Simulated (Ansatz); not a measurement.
Consider the ligand exchange at a Ga–O bond: `C[O][Ga]([NH2])[Cl]` + HBr → `[NH2][Ga]([Cl])[Br]` + CH₃OH.

Calculated with Ansatz (gas phase, PBE0-D4/def2-TZVP geometries, no zero-point term in ΔE). CCSD(T)/CBS adds triple-zeta CCSD(T) − MP2 to the extrapolated MP2 energy (def2 sets, frozen cores). This one scheme is used for every species. DFT in def2-TZVPP. B3LYP here is the variant with VWN-RPA as its local correlation; programs differ in this. For Br, Ga outer-core shells are correlated without core-valence functions, which leaves a few kJ/mol of doubt a bond. Scalar relativity is left out up to krypton. One conformer a species, not always the lowest.

`C[O][Ga]([NH2])[Cl]`:

Cartesian coordinates in Å:
```
C -0.631 -1.849 -0.282
O -0.400 -0.700 0.497
Ga 0.347 0.780 -0.114
N 0.678 2.159 0.991
Cl 0.939 0.853 -2.167
H -1.701 -2.083 -0.281
H -0.095 -2.700 0.151
H -0.308 -1.737 -1.323
H 0.924 3.065 0.629
H 0.246 2.211 1.898
```

HBr:

Cartesian coordinates in Å:
```
Br 0.535 0.403 -0.235
H -0.535 -0.403 0.235
```

`[NH2][Ga]([Cl])[Br]`:

Z-matrix (Å, degrees):
```
N
Ga 1 1.792
H 1 1.005 2 123.0
H 1 1.005 2 123.0 3 173.1
Cl 2 2.127 1 119.9 3 -177.0
Br 2 2.268 1 120.9 3 3.9
```

CH₃OH:

Z-matrix (Å, degrees):
```
C
O 1 1.409
H 1 1.097 2 112.4
H 1 1.090 2 107.0 3 -118.5
H 1 1.097 2 112.4 3 123.0
H 2 0.959 1 108.5 3 -61.6
```

(1) Is it downhill or uphill in electronic energy at CCSD(T)/CBS, and by how much? (Best estimate.)

(2) What do these levels give: r2SCAN-D4, PBE, PBE0, B3LYP, SCS-MP2/def2-TZVPP, CCSD/CBS(def2)? (Best estimate.)

Largest T1 diagnostic among the species: 0.013.

## Answers

(1) Computed: Downhill: ΔE = -72.6 kJ/mol.

(2) Ansatz gave: r2SCAN-D4 -73.2, PBE -74.3, PBE0 -80.8, B3LYP -73.9, SCS-MP2/def2-TZVPP -69.3, CCSD/CBS(def2) -74.7 kJ/mol.

From PBE to PBE0 (25 % exact exchange), in def2-TZVPP and without D4, ΔE moves by −6.5 kJ/mol. In def2-TZVPP, CCSD(T) changes the Hartree–Fock value by +18.1 kJ/mol (the triples alone add +2.1 kJ/mol) and MP2 by +16.0 kJ/mol.
